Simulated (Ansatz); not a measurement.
System: InBr2, charge 0, doublet. InBr2 (SMILES [Br][In][Br], doublet).
B3LYP-D3(BJ)/def2-TZVP minimum from Ansatz (a quantum-chemistry and plane-wave program):
```
In
Br 1 2.5425
Br 1 2.5425 2 121.33
```
Charge 0, spin multiplicity 2.

Total energies in hartree (Ansatz). Open shells are spin-unrestricted; no spin-orbit coupling. Cores are frozen in correlated methods (noble-gas shells, and filled d and f shells in the p block). Past Kr the def2 sets carry scalar-relativistic core potentials. For partners of very few electrons the exact lower level stands in for a higher one. Spin-orbit terms, left out, reach several kcal/mol for Br and I, and more for heavier atoms. The spin of Br2In ([Br][In][Br], doublet) was assumed, and the state is the lowest solution found for it.

| species | HF/def2-TZVPP | CCSD(T)/def2-TZVPP | HF/def2-QZVPP | CCSD(T)/def2-QZVPP | CCSD(T)/def2-SVP | CCSDT(Q)/def2-SVP |
|---|---|---|---|---|---|---|
| 1: InBr2 (SMILES [Br][In][Br], doublet) | -5334.16262 | -5334.57142 | -5334.26222 | -5334.71171 | -5333.82768 | -5333.82927 |
| 2: In (doublet) | -189.21003 | -189.25218 | -189.21066 | -189.25402 | -189.24461 | -189.24480 |
| 3: Br (doublet) | -2572.39810 | -2572.55635 | -2572.44770 | -2572.62201 | -2572.19581 | -2572.19614 |

**Question.** Work out the atomisation energy (electronic, to ground-state atoms) in kJ/mol: take Hartree-Fock from def2-QZVPP, extrapolate the CCSD(T) correlation energy as X^-3 (X = 3, 4), and add CCSDT(Q) - CCSD(T) in def2-SVP. 1 hartree = 2625.5 kJ/mol.

**Answer.** 
Species 1: correlation (64·(-0.44949) - 27·(-0.40880))/37 = -0.47918; step -0.00159; E1 = -5334.26222 + (-0.47918) + (-0.00159) = -5334.74299
Species 2: correlation (64·(-0.04336) - 27·(-0.04215))/37 = -0.04424; step -0.00019; E2 = -189.21066 + (-0.04424) + (-0.00019) = -189.25509
Species 3: correlation (64·(-0.17431) - 27·(-0.15825))/37 = -0.18603; step -0.00033; E3 = -2572.44770 + (-0.18603) + (-0.00033) = -2572.63406
-1·E1 +1·E2 +2·E3 = 0.21978 hartree = 577.0 kJ/mol.
